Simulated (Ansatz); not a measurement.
Cs2F3. The state is a doublet with charge 0. Geometry r2SCAN-D4/def2-SVP, basis def2-TZVP, Ansatz.

Cartesian coordinates in Å:
```
Cs -1.6907 -1.1035 0.0508
Cs 1.6896 1.1049 -0.0486
F 0.0777 -0.2028 -1.8675
F -0.9285 1.4552 0.7515
F 0.8519 -1.2539 1.1139
```

```csv
run,HOMO (eV),LUMO (eV)
A,-6.52,-6.35
B,-6.62,-6.37
C,-9.60,-4.86
D,-7.34,-5.94
E,-8.08,-5.45
```

In the def2 sets Cs takes a core potential; there is no spin–orbit coupling. LC-ωPBE has ω = 0.4 bohr⁻¹. Another isomer (doublet) lies 0.81 eV lower at PBE0-D4/def2-TZVP; other spin states weren't run for this one.

HOMO and LUMO are taken over both spins.

Task: The runs used BHLYP, LC-ωPBE, PBE, PBE0, r2SCAN. Estimate which is which.

Result: A PBE (0 % exact exchange); B r2SCAN (0 % exact exchange); C LC-ωPBE (range-separated); D PBE0 (25 % exact exchange); E BHLYP (50 % exact exchange). Exact exchange lowers occupied and raises empty levels; among semilocal functionals meta-GGAs tend to open the gap a little, and such runs are hard to tell apart. The gap grows from 0.17 eV (PBE) to 4.74 eV (LC-ωPBE).
